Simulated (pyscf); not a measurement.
**B–O–SiH₃, singlet**

Gas-phase minimum from PySCF at ωB97X-D3(BJ)/def2-SVP, one conformer. Other isomers of B–O–SiH₃ [singlet] were not searched in full and may lie lower. 

SMILES: [B]O[SiH3]
```xyz
6

B      1.3440     1.1018    -1.6403
O      1.0687     0.3694    -0.6189
Si     0.7066    -0.5972     0.7240
H     -0.7647    -0.5753     0.9031
H      1.1961    -1.9655     0.4317
H      1.4034    -0.0114     1.8938
```

Bond lengths (Å): B1–O2 1.287, O2–Si3 1.694, Si3–H4 1.482, Si3–H5 1.482, Si3–H6 1.482. Bond angles (°): B1–O2–Si3 179.9, O2–Si3–H4 107.4, O2–Si3–H5 107.4, O2–Si3–H6 107.4, H4–Si3–H5 111.4, H4–Si3–H6 111.4, H5–Si3–H6 111.4.

Properties at ωB97X-D3(BJ)/def2-SVP:

- Harmonic wavenumbers, unscaled = 96, 96, 704, 728, 728, 966, 966, 980, 1577, 2307, 2315, 2315 cm⁻¹
- Zero-point energy = 19.7 kcal/mol
- Rotational symmetry number = 3
- Entropy of this conformer at 298 K and 1 atm, rigid rotor and harmonic oscillator, modes under 100 cm⁻¹ raised to 100 = 277.2 J/(mol K)
- Dipole moment = 4.21 D

Single-point totals, which compare only within one level (frozen core for MP2 and CC):

| level | total energy (hartree) |
|---|---|
| ωB97X-D3(BJ)/def2-TZVP | -391.47665 |
| PBE/def2-TZVP | -391.13645 |
| r²SCAN/def2-TZVP | -391.33291 |
| B3LYP-D3(BJ)/def2-TZVP | -391.45828 |
| PBE0-D3(BJ)/def2-TZVP | -391.17594 |
| M06-2X/def2-TZVP | -391.36356 |
| ωB97M-D3(BJ)/def2-TZVP | -391.49484 |
| HF/def2-TZVPP | -390.30422 |
| MP2/def2-TZVPP | -390.73071 |
| CCSD/def2-TZVPP | -390.76415 |
| CCSD(T)/def2-TZVPP | -390.78087 |

Soft torsions are taken as harmonic, which can shift the entropy by several J/(mol K). The CCSD(T) − MP2 part came from Ansatz, without density fitting, on the same reference.
